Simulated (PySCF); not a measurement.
## Working out the ionisation energy of Cd

Cd [Kr] 4d10 5s2 (1S) → Cd⁺ [Kr] 4d10 5s1 (2S). All numbers are calculated (PySCF 2.14, a scalar-relativistic core potential, in def2-TZVP with the def2 core potential (28 electrons) (6s4p3d1f, 40 functions)). Frozen: 4s2 4p6. Energies in hartree (1 hartree = 27.21139 eV):

```json
{"part": "UHF", "Cd (lower)": "-166.883923", "Cd⁺ (upper)": "-166.614243"}
{"part": "CCSD correlation", "Cd (lower)": "-0.319802", "Cd⁺ (upper)": "-0.276728"}
{"part": "(T)", "Cd (lower)": "-0.005797", "Cd⁺ (upper)": "-0.002927"}
```

**Question.** What does Hartree-Fock give?

**Answer.** (-166.614243) − (-166.883923) = 0.269680 hartree = 7.338 eV.

**Question.** What do CCSD and CCSD(T) give?

**Answer.** The CCSD correlation energies differ by 0.043074 hartree = 1.172 eV and the triples by 0.002870 hartree = 0.078 eV, so CCSD gives 8.510 eV and CCSD(T) 8.588 eV.

Measured between the centres of the two terms (NIST): 8.994 eV, so CCSD(T) (valence) is off by -0.406 eV.

What remains against the reference includes basis incompleteness, the frozen core and higher excitations.
